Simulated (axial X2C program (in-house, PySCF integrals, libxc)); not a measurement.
**Density and ELF of BeI⁻**

All values were computed with an axial X2C code built on PySCF integrals. Two-component (2c) means X2C with spin–orbit coupling and atomic mean-field two-electron Coulomb and Gaunt terms. Basis: I dyall-acv3z [12s13p9d5f1g], Be dyall-av3z [9s9p4d2f] (cores contracted in-house); Gaussian nuclei, density fitting, unrestricted open shells. Masses: I 126.904 u, Be 9.012 u.

PBE0, with spin–orbit coupling, state Ω = 0 (closed shell); I at z = 0, Be at z = 2.477 Å.

The maps cover the half plane through the axis: z from -2.4 to 4.8 Å along the bond, ρ from 0.15 to 2.25 Å away from it.

log10 of the density in e/bohr³:

```
 ρ\z  -2.4  -1.8  -1.2  -0.6   0.0   0.6   1.2   1.8   2.4   3.0   3.6   4.2   4.8
0.15  -2.9  -2.1  -1.3  -0.2   1.8  -0.2  -1.1  -1.4   0.5  -1.3  -1.7  -2.2  -2.7
0.45  -2.9  -2.2  -1.4  -0.6   0.4  -0.6  -1.2  -1.5  -1.1  -1.5  -1.7  -2.2  -2.7
0.75  -3.0  -2.3  -1.5  -0.9  -0.6  -0.9  -1.4  -1.7  -1.7  -1.6  -1.9  -2.3  -2.8
1.05  -3.1  -2.5  -1.8  -1.3  -1.0  -1.2  -1.7  -1.9  -1.9  -1.8  -2.1  -2.5  -2.9
1.35  -3.3  -2.7  -2.1  -1.6  -1.4  -1.6  -2.0  -2.2  -2.1  -2.1  -2.3  -2.6  -3.0
1.65  -3.5  -2.9  -2.4  -2.0  -1.8  -2.0  -2.3  -2.5  -2.4  -2.3  -2.5  -2.8  -3.2
1.95  -3.7  -3.2  -2.7  -2.4  -2.3  -2.4  -2.6  -2.8  -2.6  -2.6  -2.7  -3.0  -3.3
2.25  -3.9  -3.5  -3.1  -2.8  -2.7  -2.8  -3.0  -3.0  -2.9  -2.9  -3.0  -3.2  -3.5
```

Electron localisation function (collinear form, no current term, damped to 0 at low density):

```
 ρ\z  -2.4  -1.8  -1.2  -0.6   0.0   0.6   1.2   1.8   2.4   3.0   3.6   4.2   4.8
0.15  0.21  0.58  0.74  0.41  0.77  0.40  0.77  0.23  1.00  0.05  1.00  1.00  0.99
0.45  0.19  0.56  0.76  0.26  0.75  0.24  0.76  0.47  0.06  0.28  1.00  1.00  0.98
0.75  0.16  0.51  0.77  0.50  0.26  0.47  0.70  0.48  0.14  0.95  1.00  1.00  0.97
1.05  0.12  0.44  0.74  0.78  0.65  0.74  0.59  0.33  0.72  0.99  1.00  1.00  0.94
1.35  0.07  0.34  0.65  0.80  0.81  0.75  0.42  0.21  0.75  0.99  1.00  0.99  0.86
1.65  0.04  0.22  0.53  0.71  0.75  0.64  0.25  0.13  0.68  0.97  0.99  0.97  0.67
1.95  0.01  0.11  0.36  0.56  0.61  0.46  0.12  0.08  0.55  0.93  0.96  0.87  0.37
2.25  0.00  0.04  0.18  0.36  0.41  0.25  0.05  0.05  0.36  0.81  0.85  0.59  0.14
```

The state is one determinant whose occupation by symmetry is held fixed; it was picked as the lowest of a PBE0 search that is not exhaustive. The highest occupied level of some functionals is positive through self-interaction error; at Hartree–Fock it is bound.
